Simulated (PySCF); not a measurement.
Ionisation energy of Ne²⁺ by level of theory

Ne²⁺ [He] 2s2 2p4 [2p1/2^2 2p3/2^2, M_J = 2] → Ne³⁺ [He] 2s2 2p3 [2p1/2^2 2p3/2^1, M_J = 3/2], as a difference of total energies. Calculation: PySCF 2.14, in x2c-TZVPall-2c; the two-component X2C-1e Hamiltonian. Correlated levels: 1s2 frozen. "Screened" scales the spin-orbit matrix elements by Boettger's factors to mimic the two-electron term; Breit and QED terms are absent.

```json
{"method": "GHF (spin-free)", "ionisation energy (eV)": "61.735", "error (eV)": "-1.688"}
{"method": "GMP2 (spin-free)", "ionisation energy (eV)": "62.994", "error (eV)": "-0.429"}
{"method": "GHF (screened spin-orbit)", "ionisation energy (eV)": "61.775", "error (eV)": "-1.648"}
{"method": "GMP2 (screened spin-orbit)", "ionisation energy (eV)": "63.034", "error (eV)": "-0.389"}
```

Reference: 63.423 eV (measured; NIST Atomic Spectra Database, ionization energies).

Errors of the correlated levels include the incompleteness of this basis and the frozen core.

The labels give the starting determinants; with spin-orbit coupling the two ends relaxed to ⟨J²⟩ = 6.00, ⟨L²⟩ = 2.00, ⟨S²⟩ = 2.00 and ⟨J²⟩ = 3.75, ⟨L²⟩ = 0.00, ⟨S²⟩ = 3.75.
